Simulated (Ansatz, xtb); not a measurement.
Relative energy of two isomers of C4H4N2O3

We compare I, `CC(=O)Oc1ncon1`, a singlet, with II, `COC(=O)c1nnco1`, a singlet. Both are isolated molecules in the gas phase, relaxed with B3LYP-D3(BJ)/def2-SVP; the shapes shown needn't be the lowest conformers.

I (Å):

```json
{"atom": "C", "x (Å)": "2.2493", "y (Å)": "2.0379", "z (Å)": "2.0874"}
{"atom": "C", "x (Å)": "1.8184", "y (Å)": "1.1837", "z (Å)": "0.9331"}
{"atom": "C", "x (Å)": "-0.1027", "y (Å)": "0.6351", "z (Å)": "-0.2835"}
{"atom": "C", "x (Å)": "-0.9975", "y (Å)": "-0.9831", "z (Å)": "-1.1936"}
{"atom": "N", "x (Å)": "-0.4312", "y (Å)": "-0.6754", "z (Å)": "-0.0706"}
{"atom": "N", "x (Å)": "-0.4381", "y (Å)": "1.1175", "z (Å)": "-1.4509"}
{"atom": "O", "x (Å)": "2.4765", "y (Å)": "0.4145", "z (Å)": "0.3008"}
{"atom": "O", "x (Å)": "0.4742", "y (Å)": "1.4095", "z (Å)": "0.6580"}
{"atom": "O", "x (Å)": "-1.0444", "y (Å)": "0.0304", "z (Å)": "-2.0637"}
{"atom": "H", "x (Å)": "3.3222", "y (Å)": "1.9015", "z (Å)": "2.2641"}
{"atom": "H", "x (Å)": "2.0243", "y (Å)": "3.0936", "z (Å)": "1.8745"}
{"atom": "H", "x (Å)": "1.6772", "y (Å)": "1.7559", "z (Å)": "2.9847"}
{"atom": "H", "x (Å)": "-1.4306", "y (Å)": "-1.9333", "z (Å)": "-1.5055"}
```

II (Å):

```yaml
atoms:
  - { symbol: C, position_ang: [2.7068, 0.9307, 1.9294] }
  - { symbol: C, position_ang: [0.9631, 1.7594, 0.6065] }
  - { symbol: C, position_ang: [-0.2342, 1.3788, -0.1910] }
  - { symbol: C, position_ang: [-1.9199, 1.7007, -1.4137] }
  - { symbol: N, position_ang: [-0.7500, 0.2100, -0.4185] }
  - { symbol: N, position_ang: [-1.8554, 0.4213, -1.2203] }
  - { symbol: O, position_ang: [1.5410, 0.6850, 1.1389] }
  - { symbol: O, position_ang: [1.3363, 2.8974, 0.7357] }
  - { symbol: O, position_ang: [-0.9305, 2.3739, -0.7959] }
  - { symbol: H, position_ang: [2.4665, 1.5874, 2.7787] }
  - { symbol: H, position_ang: [3.4897, 1.4115, 1.3243] }
  - { symbol: H, position_ang: [3.0425, -0.0502, 2.2842] }
  - { symbol: H, position_ang: [-2.6490, 2.2639, -1.9916] }
```

Question: Which of the two would you expect CCSD(T)/def2-SVP + ΔMP2/def2-TZVPP electronic energies to favour?

Answer: Structure II; the calculation gives E(II) − E(I) = −9.3 kJ/mol.

How the difference moves with the method:

| level | geometry | E(II) − E(I) (kJ/mol) | departure from the last row (kJ/mol) | job, with rough time for the two |
| --- | --- | --- | --- | --- |
| GFN2-xTB | GFN2-xTB | −7.2 | +2.1 | optimisation, 0.17 s |
| HF/STO-3G | GFN2-xTB | +21.7 | +31.0 | single point, 0.46 s |
| r2SCAN-D4/def2-SVP | GFN2-xTB | −10.7 | −1.3 | single point, 4.1 s |
| B3LYP-D3(BJ)/def2-SVP | B3LYP-D3(BJ)/def2-SVP | −9.3 | +0.1 | optimisation, 53 s |
| HF/def2-SVP | B3LYP-D3(BJ)/def2-SVP | −10.1 | −0.8 | part of the CCSD(T) run |
| MP2/def2-SVP | B3LYP-D3(BJ)/def2-SVP | −13.5 | −4.1 | part of the CCSD(T) run |
| CCSD(T)/def2-SVP | B3LYP-D3(BJ)/def2-SVP | −7.8 | +1.6 | single point |
| CCSD(T)/def2-SVP + ΔMP2/def2-TZVPP | B3LYP-D3(BJ)/def2-SVP | −9.3 |  | single point, 2 min |

As drawn, II has 1 N∷N, 1 C∷O in place of 1 C∷N, 1 N∷O (∷ is an aromatic bond).

HF/STO-3G puts the two in the other order. The largest departure from CCSD(T)/def2-SVP + ΔMP2/def2-TZVPP is that of HF/STO-3G, 31.0 kJ/mol. The last row adds to CCSD(T) the change of the MP2 difference between the two basis sets, here −1.6 kJ/mol.

With thermal terms from frequencies at re-optimised GFN2-xTB minima (ideal gas, soft modes damped towards free rotors, one conformer each, 298.15 K, 1 atm): on the last row, ΔE + ΔZPE = −9.1, ΔH = −8.7, ΔG = −9.2 kJ/mol.

The correlated steps freeze 9 core orbitals. Programs: Ansatz 0.2.0, xtb 6.7.1; the last row on 4 threads of Arm Neoverse V1 on a shared host.
